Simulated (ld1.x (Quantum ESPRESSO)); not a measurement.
## Configuration tests for F (ultrasoft)

ld1.x (Quantum ESPRESSO) 7.5 input, shortened:

```
&input
   title='F', zed=9., rel=1, dft='PZ', iswitch=3,
   config='[He] 2s2 2p5 3d-2'
 /
 &inputp
   pseudotype=3, tm=.true., lloc=-1, rcloc=0.90,
   nlcc=.true., new_core_ps=.true., rcore=0.60,
   which_augfun='PSQ', rmatch_augfun=0.70
 /
6
2S  1  0   2.00   0.00  0.80  0.90  0.0
2S  1  0   0.00  -1.50  0.80  0.90  0.0
2P  2  1   5.00   0.00  1.15  1.35  0.0
2P  2  1   0.00   4.25  1.15  1.35  0.0
3D  3  2  -2.00   0.35  1.35  1.50  0.0
3D  3  2  -2.00   2.30  1.35  1.50  0.0
 &test
   configts(1)='2s2 2p5'
 /
```

Energies are relative to the spin-unpolarised reference configuration 2s2 2p5; without spin polarisation the order of configurations can differ from experiment. Spin-polarised rows fill each open shell by Hund’s rule, majority spin first.

```json
{"valence configuration": "2s2 2p4", "charge": "+1", "ΔE all-electron (eV)": "19.555", "error AE − PS (meV)": "+7.5"}
{"valence configuration": "2s2 2p3", "charge": "+2", "ΔE all-electron (eV)": "58.067", "error AE − PS (meV)": "+28"}
{"valence configuration": "2s2 2p1", "charge": "+4", "ΔE all-electron (eV)": "204.666", "error AE − PS (meV)": "+81"}
{"valence configuration": "2s1 2p5", "charge": "+1", "ΔE all-electron (eV)": "38.211", "error AE − PS (meV)": "+14"}
{"valence configuration": "2s2 2p4.5", "charge": "+0.5", "ΔE all-electron (eV)": "7.630", "error AE − PS (meV)": "+1.6"}
{"valence configuration": "2s2 2p5.3", "charge": "-0.3", "ΔE all-electron (eV)": "-2.726", "error AE − PS (meV)": "+0.9"}
{"valence configuration": "2s2 2p5 (spin-polarised)", "charge": "0", "ΔE all-electron (eV)": "-0.379", "error AE − PS (meV)": "+16"}
```

Problem. What are ΔE and the potential's error for 2s2 2p2?

Solution. ΔE = 118.799 eV all-electron; the error (AE − PS) is +48 meV.

Problem. What are ΔE and the potential's error for 2s2 2p4 (spin-polarised)?

Solution. ΔE = 17.723 eV all-electron; the error (AE − PS) is +92 meV.

Levels in the configuration 2s2 2p3:

```json
{"level": "2s", "all-electron (eV)": "-67.606", "pseudo (eV)": "-67.567"}
{"level": "2p", "all-electron (eV)": "-49.113", "pseudo (eV)": "-49.089"}
```
